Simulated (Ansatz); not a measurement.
Consider the cleavage of the B–Si bond: `CB[SiH](O)[SiH3]` + `[SiH3]S` → `CBS[SiH3]` + `O[SiH2][SiH3]`.

Gas-phase electronic energies from Ansatz, PBE0-D4/def2-TZVP geometries. CCSD(T)/CBS is the MP2 limit (def2-TZVPP, def2-QZVPP) plus CCSD(T) − MP2 in def2-TZVPP, frozen cores. DFT in def2-TZVPP. One conformer a species, not always the lowest.

`CB[SiH](O)[SiH3]`:

Cartesian coordinates in Å:
```
C 2.144 -0.279 -0.533
B 1.065 -0.636 0.528
Si -0.877 -0.747 0.053
O -1.876 -1.520 1.133
Si -1.517 1.504 -0.270
H 1.777 0.051 -1.506
H 2.890 0.430 -0.161
H 2.702 -1.216 -0.697
H 1.424 -0.805 1.664
H -1.096 -1.437 -1.249
H -1.691 -1.380 2.063
H -1.309 2.301 0.974
H -2.950 1.619 -0.655
H -0.686 2.116 -1.345
```

`[SiH3]S`:

Cartesian coordinates in Å:
```
Si 0.187 -0.448 -0.208
S -1.266 1.054 0.241
H 1.321 0.104 -0.991
H -0.543 -1.454 -1.015
H 0.720 -1.079 1.027
H -0.418 1.822 0.946
```

`CBS[SiH3]`:

```xyz
11

C    -1.141    1.906    0.091
B    -0.494    0.490    0.097
S     1.187    0.249   -0.476
Si    1.354   -1.872   -0.174
H    -2.058    1.885   -0.510
H    -0.498    2.705   -0.280
H    -1.468    2.161    1.106
H    -1.110   -0.464    0.484
H     1.160   -2.206    1.258
H     2.720   -2.265   -0.600
H     0.348   -2.590   -0.995
```

`O[SiH2][SiH3]`:

```xyz
9

O     0.302    1.846   -0.890
Si    0.131    0.907    0.461
Si   -0.374   -1.326   -0.059
H     0.973    1.592   -1.525
H     1.368    0.929    1.296
H    -0.972    1.526    1.237
H    -0.462   -2.132    1.189
H     0.698   -1.907   -0.916
H    -1.664   -1.434   -0.793
```

```
           species  PBE0 energy (Eh)
`CB[SiH](O)[SiH3]`        -722.25613
         `[SiH3]S`        -689.86255
       `CBS[SiH3]`        -754.59049
   `O[SiH2][SiH3]`        -657.56922
```

(1) Work out ΔE.

Largest T1 diagnostic among the species: 0.013.

Answers

(1) ΔE = (-754.59049) + (-657.56922) − (-722.25613) − (-689.86255) = -0.04103 Eh = -107.7 kJ/mol. CCSD(T)/CBS gives -112.0 kJ/mol.
